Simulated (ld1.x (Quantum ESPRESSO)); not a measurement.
Cl (Z = 17), PAW: configuration errors across variants

```json
{
  "Element": "Cl (Z = 17)",
  "Generator": "ld1.x (Quantum ESPRESSO) 7.5",
  "Type": "PAW",
  "Functional": "LDA (PZ)",
  "Relativity": "scalar-relativistic",
  "Frozen core": "[Ne]",
  "Valence charge": "7",
  "Reference configuration": "3s2 3p5",
  "Partial waves": "3s (bound): rcut 1.05, rcutus 1.20 bohr; 3s channel at -0.6 Ry: rcut 1.05, rcutus 1.20 bohr; 3p (bound): rcut 1.00, rcutus 1.35 bohr; 3p channel at 3.3 Ry: rcut 1.00, rcutus 1.35 bohr; 3d channel at 0.45 Ry: rcut 1.15, rcutus 1.25 bohr",
  "Local potential": "all-electron potential smoothed inside 1.30 bohr (lloc = -1)",
  "Core correction": "Bessel-smoothed model core inside 0.85 bohr",
  "Augmentation charge": "PSQ, inside the norm-conserving radii"
}
```

All-electron excitation energies from the reference (eV): (1) 3s2 3p4 13.972; (2) 3s2 3p3 39.500; (3) 3s2 3p2 77.895; (4) 3s2 3p1 130.265; (5) 3s2 3p5.3 -2.172; (6) 3s2 3p4.5 5.634; (7) 3s1 3p6 12.048; (8) 3s2 3p5 spin -0.186; (9) 3s2 3p4 spin 13.092.

Spin tests fill each open shell by Hund’s rule, majority spin first.

3 further variants failed, have other tests or too few solved ones, and are left out.

Errors AE − PS in meV (a dash: test not solved or not reliable):

```tsv
change	(1)	(2)	(3)	(4)	(5)	(6)	(7)	(8)	(9)	bound ghosts
base	-1.8	-8.8	-32	-95	+0.2	-0.6	-0.5	-0.1	-2.7	none
waves 3s (bound): rcut 1.05, rcutus 1.18 bohr; 3s channel at -0.6 Ry: rcut 1.05, rcutus 1.18 bohr	-1.8	-8.8	-32	-95	+0.2	-0.7	-0.5	-0.1	-2.7	none
waves 3s (bound): rcut 1.05, rcutus 1.40 bohr; 3s channel at -0.6 Ry: rcut 1.05, rcutus 1.40 bohr	-1.8	-8.5	-30	-88	+0.2	-0.7	-0.4	-0.1	-2.6	none
waves 3s (bound): rcut 1.05, rcutus 1.52 bohr; 3s channel at -0.6 Ry: rcut 1.05, rcutus 1.52 bohr	-1.8	-8.1	-28	-81	+0.2	-0.6	-0.4	-0.1	-2.4	none
waves 3s (bound): rcut 1.05, rcutus 1.66 bohr; 3s channel at -0.6 Ry: rcut 1.05, rcutus 1.66 bohr	-1.7	-7.3	-24	-66	+0.2	-0.6	-0.3	0.0	-2.0	none
waves 3s (bound): rcut 1.05, rcutus 1.82 bohr; 3s channel at -0.6 Ry: rcut 1.05, rcutus 1.82 bohr	-1.6	-6.3	-19	-48	+0.2	-0.6	-0.2	0.0	-1.6	none
```

Q: Give the same row for: waves 3s (bound): rcut 1.05, rcutus 1.32 bohr; 3s channel at -0.6 Ry: rcut 1.05, rcutus 1.32 bohr.

A: -1.8, -8.7, -31, -92, +0.2, -0.7, -0.5, -0.1, -2.6; bound ghosts: none.
